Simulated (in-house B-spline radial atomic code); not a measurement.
A fraction x of an electron is removed from 4s in Ga+, starting from [Ar] 3d10 4s2 and keeping the highest spin. Computed with a B-spline radial code for spherical atoms: scalar-relativistic (X2C) BLYP, spin-polarised, spherical fractional occupations, Fermi nucleus of rms radius 3.9973 fm.

```csv
x,E(x) - E(0) (eV),4s down level (eV)
0,0.0000,-16.362
0.11,1.8541,-17.351
0.19,3.2711,-18.074
0.27,4.7461,-18.802
0.42,7.6694,-20.178
0.5,9.3132,-20.918
0.58,11.0164,-21.662
0.63,12.1112,-22.130
0.76,15.0677,-23.358
0.95,19.6793,-25.194
1,20.9512,-
```

The exact functional would give a straight line between the two integer points. Deviations E(x) - E(0) - x[E(1) - E(0)], in eV: -0.451 at x = 0.11, -0.71 at x = 0.19, -0.911 at x = 0.27, -1.13 at x = 0.42, -1.162 at x = 0.5, -1.135 at x = 0.58, -1.088 at x = 0.63, -0.855 at x = 0.76, -0.224 at x = 0.95.

The curve lies below the straight line by up to 1.162 eV (at x = 0.5): convex, the delocalisation error that favours fractional charges.

Problem. How well does Slater's transition state (minus the level at half occupation) give the ionisation energy?

Solution. It gives 20.918 eV against 20.951 eV from the two total energies; NIST lists 20.52 eV, ground level to ground level.
